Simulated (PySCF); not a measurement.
Compound: C₁₀H₁₅B.
SMILES with atom numbers: `[CH3:1][B:2]([CH3:3])[C:4]1=[CH:5][C:6]2([CH:7]=[CH:8]1)[CH2:9][CH2:10][CH2:11]2` (hydrogens: H12, H13, H14 on C1; H15, H16, H17 on C3; H18 on C5; H19 on C7; H20 on C8; H21, H22 on C9; H23, H24 on C10; H25, H26 on C11)

Computed by this run: PBE0-D3(BJ)/def2-SVP geometry optimisation, gas phase (PySCF 2.14.0); density fitting, grid level 2; the optimiser is geomeTRIC in internal coordinates, started from a GFN2-xTB structure.

Step 2: E = -11268.8795 eV
```
atom  x, y, z in Å  |  force x, y, z in eV/Å
C1      2.6054    1.3488   -1.0144   -0.015   0.015  -0.038
B2      2.2105    0.0846   -0.1627    0.004  -0.023   0.006
C3      3.3346   -0.8297    0.4582    0.024   0.006   0.017
C4      0.7179   -0.2767    0.0997   -0.004   0.019   0.017
C5     -0.3542    0.5120   -0.1854   -0.019   0.018  -0.036
C6     -1.6294   -0.1105    0.2836   -0.028  -0.034   0.035
C7     -1.1569   -1.3998    0.8782    0.037   0.010  -0.026
C8      0.1831   -1.4816    0.7750   -0.012  -0.012   0.010
C9     -2.7826   -0.1350   -0.7744    0.029   0.018  -0.030
C10    -3.5076    0.9995   -0.0312   -0.026  -0.013   0.010
C11    -2.5398    0.8235    1.1508    0.026   0.031  -0.009
H12     3.5112    1.1692   -1.6165   -0.006  -0.002  -0.002
H13     2.8792    2.1570   -0.3093    0.013  -0.017   0.019
H14     1.8149    1.7429   -1.6699    0.002   0.007   0.015
H15     3.3461   -1.7808   -0.1088   -0.010   0.004  -0.010
H16     4.3501   -0.4094    0.4068   -0.008   0.003  -0.002
H17     3.1169   -1.1153    1.5008   -0.003  -0.004  -0.005
H18    -0.3182    1.4853   -0.6819   -0.004   0.001   0.003
H19    -1.8304   -2.1367    1.3207    0.005   0.001   0.003
H20     0.8004   -2.3116    1.1254    0.003   0.003   0.006
H21    -2.4706    0.0636   -1.8095   -0.009  -0.025  -0.009
H22    -3.3262   -1.0902   -0.7571   -0.006   0.006   0.036
H23    -3.4145    1.9759   -0.5292    0.033  -0.005  -0.002
H24    -4.5728    0.8336    0.1861   -0.004   0.021  -0.010
H25    -2.9789    0.2815    2.0002   -0.014  -0.022  -0.022
H26    -2.0485    1.7277    1.5372   -0.006  -0.006   0.023
```

Step 3: E = -11268.8909 eV
```
atom  x, y, z in Å  |  force x, y, z in eV/Å
C1      2.5789    1.3934   -0.9491   -0.038  -0.109   0.054
B2      2.2028    0.0851   -0.1540    0.050   0.055  -0.044
C3      3.3465   -0.8675    0.3681   -0.105   0.065  -0.009
C4      0.7158   -0.2698    0.1410   -0.001  -0.069   0.062
C5     -0.3611    0.5030   -0.1664   -0.065  -0.064  -0.028
C6     -1.6343   -0.1200    0.3078   -0.027  -0.105   0.110
C7     -1.1523   -1.3883    0.9449    0.101   0.099  -0.081
C8      0.1893   -1.4646    0.8456   -0.080   0.150  -0.037
C9     -2.7710   -0.1844   -0.7667    0.060   0.129   0.029
C10    -3.4793    1.0091   -0.0987    0.063  -0.106   0.048
C11    -2.5602    0.8437    1.1263    0.029   0.022  -0.143
H12     3.4363    1.2346   -1.6214    0.014  -0.006  -0.038
H13     2.9318    2.1193   -0.1942    0.029   0.078   0.024
H14     1.7598    1.8660   -1.5091    0.014   0.020  -0.004
H15     3.3201   -1.7726   -0.2661    0.030  -0.059  -0.034
H16     4.3603   -0.4472    0.3028    0.011  -0.007   0.006
H17     3.1631   -1.2245    1.3940    0.019  -0.008   0.025
H18    -0.3341    1.4595   -0.6907    0.008   0.061  -0.024
H19    -1.8174   -2.1166    1.4082   -0.059  -0.048   0.032
H20     0.8138   -2.2745    1.2237    0.025  -0.052   0.014
H21    -2.4385   -0.0582   -1.8059   -0.017  -0.022  -0.041
H22    -3.3389   -1.1216   -0.6972   -0.020  -0.029   0.052
H23    -3.3226    1.9570   -0.6325    0.040   0.022  -0.010
H24    -4.5568    0.8970    0.0825   -0.050   0.020  -0.007
H25    -3.0434    0.3241    1.9642   -0.025  -0.057   0.002
H26    -2.0689    1.7457    1.5155   -0.004   0.019   0.041
```

Question: Estimate the geometry and energy of step 4. (The exact step hangs on the optimiser's Hessian estimate; all steps are aligned on step 3, rigid shifts and turns removed.)

Answer: E = -11268.8993 eV, largest force 0.324 eV/Å
```
atom  x, y, z in Å  |  force x, y, z in eV/Å
C1      2.5790    1.4424   -0.8733   -0.040  -0.156   0.114
B2      2.1965    0.0960   -0.1468    0.045   0.127  -0.072
C3      3.3424   -0.9081    0.2620   -0.180   0.059  -0.018
C4      0.7125   -0.2421    0.1833   -0.105  -0.184   0.122
C5     -0.3784    0.5002   -0.1469   -0.075  -0.002  -0.062
C6     -1.6443   -0.1311    0.3385   -0.039  -0.114   0.123
C7     -1.1477   -1.3697    1.0216    0.175   0.221  -0.161
C8      0.1952   -1.4217    0.9201   -0.001   0.035   0.029
C9     -2.7621   -0.2439   -0.7509    0.068   0.176   0.028
C10    -3.4481    1.0085   -0.1725    0.065  -0.146   0.079
C11    -2.5917    0.8565    1.0997    0.040   0.035  -0.190
H12     3.3729    1.2975   -1.6220    0.017  -0.008  -0.048
H13     3.0349    2.0709   -0.0867    0.029   0.113   0.008
H14     1.7505    2.0084   -1.3200   -0.001   0.025  -0.015
H15     3.2692   -1.7568   -0.4425    0.052  -0.075  -0.035
H16     4.3596   -0.4989    0.1863    0.021  -0.008   0.007
H17     3.1917   -1.3436    1.2620    0.031  -0.012   0.033
H18    -0.3689    1.4382   -0.7030    0.009   0.087  -0.041
H19    -1.7993   -2.0934    1.5099   -0.054  -0.045   0.028
H20     0.8327   -2.2076    1.3248    0.039  -0.082   0.026
H21    -2.4123   -0.2040   -1.7913   -0.023  -0.023  -0.048
H22    -3.3578   -1.1565   -0.6182   -0.020  -0.036   0.057
H23    -3.2154    1.9213   -0.7385    0.040   0.026  -0.011
H24    -4.5371    0.9566   -0.0413   -0.059   0.027  -0.012
H25    -3.1251    0.3517    1.9158   -0.024  -0.067   0.008
H26    -2.1090    1.7572    1.5024   -0.011   0.026   0.050
```

The energy changes by -0.0084 eV. The first-order estimate −F·Δx gives -0.0132 eV and the mean of the old and new forces, exact on a quadratic surface, -0.0086 eV. The step makes an angle of 87° with the force vector and moves no atom by more than 0.237 Å.

What follows is the cost of the whole optimisation. Hardware: Arm Neoverse N1, one thread, shared host with 48 logical CPUs at a one-minute load of 30. Cost: 12 min, 1.1 GiB resident at most.
